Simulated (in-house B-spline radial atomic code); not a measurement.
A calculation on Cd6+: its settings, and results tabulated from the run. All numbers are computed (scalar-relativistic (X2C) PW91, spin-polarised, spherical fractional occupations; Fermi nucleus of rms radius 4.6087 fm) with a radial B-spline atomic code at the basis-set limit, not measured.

Command:
```bash
python run_scf.py task.json out
```
Settings (nuclear radius in fm, mass in u):
```
Z                48
configuration    [Kr] 4d6
hamiltonian      x2c
method           pw91,pw91
spin_polarised   True
nucleus          fermi
rms_radius       4.6087
atomic_mass      113.90336
speed_of_light   137.035999084
```

Output (hartree, bohr):
```
 radial grid: 66 intervals, B-splines of order 8, outer radius 15.5224 bohr

 iter        energy (Eh)    residual
    1       -5569.779920    8.88e-01
    2       -5579.460729    4.64e-01
    3       -5584.081745    1.19e-01
    4       -5584.343122    3.13e-02
    5       -5584.353882    1.47e-02
    6       -5584.358027    2.62e-03
    7       -5584.358068    1.43e-04
    8       -5584.358068    5.06e-06
    9       -5584.358068    3.68e-07

 total energy                     -5584.35807
 kinetic                            5857.0599
 electron-nucleus                 -13401.4239
 Hartree                            2113.2643
 exchange-correlation               -153.2584

 orbital      occ     eigenvalue          <r>       <r^2>       <1/r>       r_max
 1s up      1.000      -976.8122    0.0298385  0.00121457     52.7756     0.01901
 1s down    1.000      -976.8122    0.0298385  0.00121457     52.7756     0.01901
 2s up      1.000      -148.1599     0.131183   0.0203513     11.9293      0.1112
 2s down    1.000      -148.1206     0.131171   0.0203479     11.9309      0.1111
 2p up      3.000      -133.3943     0.114596   0.0160502     11.1606      0.0887
 2p down    3.000      -133.3642     0.114581    0.016046      11.162     0.08869
 3s up      1.000       -30.5355     0.357984    0.146719     4.15218      0.3239
 3s down    1.000       -30.5153     0.357901    0.146616     4.15195       0.324
 3p up      3.000       -25.6857     0.356644    0.147784     3.89024       0.317
 3p down    3.000       -25.6627     0.356521    0.147634      3.8902       0.317
 3d up      5.000       -18.0709     0.334302    0.132981     3.64706      0.2654
 3d down    5.000       -18.0357     0.334183    0.132812     3.64696      0.2656
 4s up      1.000        -7.3765     0.860111    0.834534     1.62578      0.7901
 4s down    1.000        -7.2284     0.858659    0.832385     1.63103       0.788
 4p up      3.000        -5.9040     0.922621    0.967056     1.47503      0.8345
 4p down    3.000        -5.7531     0.922215    0.967422     1.47799      0.8323
 4d up      5.000        -3.7118      1.07621     1.33989     1.22225      0.9295
 4d down    1.000        -3.5642      1.08339     1.36201     1.21751      0.9283
```

Time taken, with all properties: 0.42 s on 1 thread of Arm Neoverse N1 (shared host).

One-electron X2C: radii and densities carry no picture-change correction, so inner-shell <1/r> comes out high (for 1s by about 2 % at Z = 33, 5 % at 54, 10 % at 75, 30 % at 118) and <r> low.
